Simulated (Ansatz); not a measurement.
`[NH2][Y]([OH])[F]` + NH₃ → `[NH2][Y]([NH2])[OH]` + H–F  (ligand exchange at a Y–F bond)

Program: Ansatz. Geometries: PBE0-D4/def2-TZVP. ΔE: electronic, gas phase. CCSD(T)/CBS is the MP2 limit (def2-TZVPP, def2-QZVPP) plus CCSD(T) − MP2 in def2-TZVPP, frozen cores. This one scheme is used for every species. DFT in def2-TZVPP. def2 core potentials past Kr. For Y outer-core shells are correlated without core-valence functions, which leaves a few kJ/mol of doubt a bond. One conformer a species, not always the lowest.

**Question.** Is it downhill or uphill in electronic energy at CCSD(T)/CBS, and by how much? (An estimate is asked.)

**Answer.** Ansatz gave: Uphill: ΔE = +1.40 eV.

**Question.** What do these levels give: B97M-V, PBE, LC-ωPBE, MP2/def2-TZVPP, SCS-MP2/def2-TZVPP, CCSD/CBS(def2)? (Best estimate.)

**Answer.** Computed: B97M-V 1.55, PBE 1.48, LC-ωPBE 1.55, MP2/def2-TZVPP 1.34, SCS-MP2/def2-TZVPP 1.38, CCSD/CBS(def2) 1.41 eV.

Largest T1 diagnostic among the species: 0.014.

Leaving LDA and LC-ωPBE aside and taking each functional with its dispersion term where it has one, the values, not all of them listed here, spread over 0.13 eV, from PBE-QIDH to B97M-V. LDA lies −0.07 eV from PBE without D4. At CCSD(T), def2-SVP lies +0.19 eV from the extrapolated value and def2-TZVPP −0.04 eV.
